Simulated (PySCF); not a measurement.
**From a computed spectrum to the compound**

A species of 3 atoms with charge 2 has these harmonic modes (PBE, small Gaussian bases with core potentials, PySCF 2.14.0):

```tsv
cm⁻¹	km/mol	symmetry
44	0.8	a1
44	8.3	b2
87	0.1	a1
```

Problem. Which species is it, and in which structure?

Solution. [Pb3]2+ (triplet):
```xyz
3

Pb    1.7135    0.0000    0.0000
Pb   -0.8567    1.9293    0.0000
Pb   -0.8568   -1.9292    0.0000
```
Ideal gas at 298.15 K and 1 bar: S = 390.4 J/(mol K), Cp = 58.0 J/(mol K), H − H(0 K) = 16.4 kJ/mol (rigid rotor, harmonic modes, spin degeneracy alone; the modes under 60 cm⁻¹ make these uncertain). Open shells may have lower solutions than the one found.
 Other answers can fit too; this one was computed.
